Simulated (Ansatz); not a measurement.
Program: Ansatz. Geometries: PBE0-D4/def2-TZVP. ΔE: electronic, gas phase. CCSD(T)/CBS is the MP2 limit (def2-TZVPP, def2-QZVPP) plus CCSD(T) − MP2 in def2-TZVPP, frozen cores. Functionals use def2-TZVPP. B3LYP here is the variant with VWN-RPA as its local correlation; programs differ in this. Open shells (•) are unrestricted, without spin–orbit coupling. For Ge outer-core shells are correlated without core-valence functions, which leaves a few kJ/mol of doubt a bond. Scalar relativity is left out up to krypton. One conformer a species, not always the lowest.

Reaction (homolysis of the S–Si bond): `F[Si](F)(Cl)[S][GeH2][Cl]` → `[S][GeH2][Cl]`• + `F[Si](F)Cl`•

`F[Si](F)(Cl)[S][GeH2][Cl]`:

Z-matrix (Å, degrees):
```
Si
F 1 1.576
Cl 1 2.015 2 108.0
F 1 1.580 2 107.8 3 116.3
S 1 2.096 2 107.8 3 -123.9
Ge 5 2.229 1 99.8 2 -150.4
Cl 6 2.145 5 110.0 1 -60.6
H 6 1.527 5 111.1 1 58.3
H 6 1.529 5 104.4 1 -176.9
```

`[S][GeH2][Cl]`•:

```xyz
5

S    -1.999    0.189    0.662
Ge    0.090   -0.104    0.065
Cl    0.678    1.235   -1.517
H     0.986    0.209    1.268
H     0.245   -1.529   -0.478
```

`F[Si](F)Cl`•:

Cartesian coordinates in Å:
```
F 0.876 1.207 0.376
Si 0.383 -0.265 0.055
F -0.569 -0.703 1.244
Cl -0.690 -0.238 -1.675
```

CCSD(T)/CBS gives +411.9 kJ/mol.

Q: Another level gave +390.6 kJ/mol. Which?
A. B3LYP/def2-TZVPP
B. SCS-MP2/def2-TZVPP
C. HF/def2-TZVPP
D. PBE-D4/def2-TZVPP

A: D. PBE-D4 390.6, HF/def2-TZVPP 283.9, B3LYP 357.4, SCS-MP2/def2-TZVPP 405.4 kJ/mol.

Largest T1 diagnostic among the species: 0.013.

From PBE to PBE0 (25 % exact exchange), in def2-TZVPP and without D4, ΔE moves by +8.4 kJ/mol. The D4 term adds +29.1 kJ/mol with B3LYP and +16.1 kJ/mol with PBE0; it sums over pairs of atoms, weighted by their polarisabilities, and B3LYP, whose exchange is more repulsive, gets the larger term. In def2-TZVPP, CCSD(T) changes the Hartree–Fock value by +113.2 kJ/mol (the triples alone add +11.5 kJ/mol) and MP2 by +132.8 kJ/mol; breaking electron pairs costs correlation energy, which Hartree–Fock lacks.
